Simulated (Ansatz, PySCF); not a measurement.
Potential energy curve for BH, singlet.

Levels: UHF/cc-pVTZ (Ansatz, a program for electronic structure); RHF/cc-pVTZ (Ansatz); UKS-B3LYP = unrestricted B3LYP/cc-pVTZ (Ansatz); RKS-B3LYP = restricted B3LYP/cc-pVTZ run with Ansatz; UKS-CAM-B3LYP = unrestricted CAM-B3LYP/cc-pVTZ run with Ansatz; RKS-CAM-B3LYP = restricted CAM-B3LYP/cc-pVTZ in Ansatz; UKS-PBE = Ansatz with unrestricted PBE/cc-pVTZ; RKS-PBE = Ansatz with restricted PBE/cc-pVTZ; UKS-B3LYP/6-31G* = unrestricted B3LYP/6-31G*, spherical d (PySCF); RKS-B3LYP/6-31G* = restricted B3LYP/6-31G*, spherical d (PySCF 2.14.0); UKS-BP86/6-31G* = unrestricted BP86/6-31G*, spherical d (PySCF); RKS-BP86/6-31G* = restricted BP86/6-31G*, spherical d run with PySCF; UKS-B3LYP/6-311+G** = PySCF 2.14.0 with unrestricted B3LYP/6-311+G**, spherical d; RKS-B3LYP/6-311+G** = restricted B3LYP/6-311+G**, spherical d run with PySCF.

Scanned distances (Å): 0.98, 1.06, 1.12, 1.17, 1.22, 1.24, 1.26, 1.32, 1.38, 1.44, 1.54, 1.64, 1.87, 2.05, 2.21, 2.49, 2.78, 3.05, 3.35, 3.79, 4.35, 4.97.

**Question.** Where does the unrestricted solution first break spin symmetry (<S²> of 0.01 or more)?

**Answer.** UHF: already at 0.98 Å; UKS-B3LYP: already at 0.98 Å; UKS-CAM-B3LYP: already at 0.98 Å; UKS-PBE: already at 0.98 Å; UKS-B3LYP/6-31G*: already at 0.98 Å; UKS-BP86/6-31G*: already at 0.98 Å; UKS-B3LYP/6-311+G**: already at 0.98 Å.

```
R / Å  <S²> UHF  E(RHF) − E(UHF) / eV  <S²> UKS-B3LYP  E(RKS-B3LYP) − E(UKS-B3LYP) / eV  <S²> UKS-CAM-B3LYP  E(RKS-CAM-B3LYP) − E(UKS-CAM-B3LYP) / eV  <S²> UKS-PBE  E(RKS-PBE) − E(UKS-PBE) / eV  <S²> UKS-B3LYP/6-31G*  E(RKS-B3LYP/6-31G*) − E(UKS-B3LYP/6-31G*) / eV  <S²> UKS-BP86/6-31G*  E(RKS-BP86/6-31G*) − E(UKS-BP86/6-31G*) / eV  <S²> UKS-B3LYP/6-311+G**  E(RKS-B3LYP/6-311+G**) − E(UKS-B3LYP/6-311+G**) / eV
-----  --------  --------------------  --------------  --------------------------------  ------------------  ----------------------------------------  ------------  ----------------------------  ---------------------  ----------------------------------------------  --------------------  --------------------------------------------  ------------------------  ----------------------------------------------------
0.98       0.53                 0.233            0.18                             0.016                0.19                                     0.019          0.30                         0.046                   0.24                                           0.031                  0.30                                         0.049                      0.17                                                 0.013
1.06       0.52                 0.215            0.14                             0.010                0.16                                     0.013          0.26                         0.035                   0.20                                           0.021                  0.25                                         0.035                      0.13                                                 0.008
1.12       0.50                 0.202            0.11                             0.006                0.13                                     0.009          0.23                         0.027                   0.16                                           0.014                  0.22                                         0.026                      0.10                                                 0.005
1.17       0.49                 0.191            0.09                             0.004                0.11                                     0.006          0.21                         0.020                   0.14                                           0.010                  0.19                                         0.019                      0.08                                                 0.003
1.22       0.48                 0.180            0.06                             0.002                0.09                                     0.004          0.18                         0.015                   0.11                                           0.006                  0.16                                         0.013                      0.05                                                 0.001
1.24       0.48                 0.176            0.05                             0.001                0.08                                     0.003          0.17                         0.013                   0.10                                           0.005                  0.14                                         0.011                      0.04                                                 0.001
1.26       0.47                 0.171            0.04                             0.001                0.07                                     0.002          0.15                         0.011                   0.09                                           0.004                  0.13                                         0.009                      0.03                                                 0.000
1.32       0.46                 0.159            0.01                             0.000                0.04                                     0.001          0.12                         0.006                   0.05                                           0.001                  0.09                                         0.004                      0.00                                                 0.000
1.38       0.44                 0.146            0.00                             0.000                0.01                                     0.000          0.08                         0.003                   0.02                                           0.000                  0.05                                         0.001                      0.00                                                 0.000
1.44       0.42                 0.134            0.00                             0.000                0.00                                     0.000          0.04                         0.001                   0.00                                           0.000                  0.02                                         0.000                      0.00                                                 0.000
1.54       0.40                 0.115            0.00                             0.000                0.00                                     0.000          0.00                         0.000                   0.00                                           0.000                  0.00                                         0.000                      0.00                                                 0.000
1.64       0.37                 0.098            0.00                             0.000                0.00                                     0.000          0.00                         0.000                   0.00                                           0.000                  0.00                                         0.000                      0.00                                                 0.000
1.87       0.37                 0.070            0.00                             0.000                0.00                                     0.000          0.00                         0.000                   0.00                                           0.000                  0.00                                         0.000                      0.00                                                 0.000
2.05       0.56                 0.246            0.00                             0.000                0.00                                     0.000          0.00                         0.000                   0.00                                           0.000                  0.00                                         0.000                      0.00                                                 0.000
2.21       0.67                 0.543            0.01                             0.000                0.21                                     0.032          0.00                         0.000                   0.04                                           0.001                  0.00                                         0.000                      0.01                                                 0.000
2.49       0.84                 1.149            0.42                             0.122                0.56                                     0.279          0.19                         0.012                   0.45                                           0.145                  0.12                                         0.006                      0.42                                                 0.119
2.78       0.93                 1.767            0.67                             0.370                0.76                                     0.635          0.57                         0.162                   0.69                                           0.417                  0.51                                         0.134                      0.67                                                 0.362
3.05       0.97                 2.290            0.80                             0.618                0.87                                     0.976          0.76                         0.355                   0.81                                           0.689                  0.71                                         0.314                      0.80                                                 0.606
3.35       0.99                 2.797            0.89                             0.872                0.94                                     1.328          0.89                         0.565                   0.90                                           0.971                  0.83                                         0.515                      0.89                                                 0.857
3.79       1.00                 3.407            0.96                             1.179                0.98                                     1.765          0.97                         0.827                   0.97                                           1.318                  0.93                                         0.763                      0.96                                                 1.162
4.35       1.01                 3.993            0.99                             1.458                1.00                                     2.183          1.00                         1.058                   1.00                                           1.630                  0.99                                         0.983                      0.99                                                 1.440
4.97       1.01                 4.455            1.00                             1.654                1.00                                     2.501          1.00                         1.204                   1.00                                           1.826                  1.00                                         1.117                      1.00                                                 1.635
```
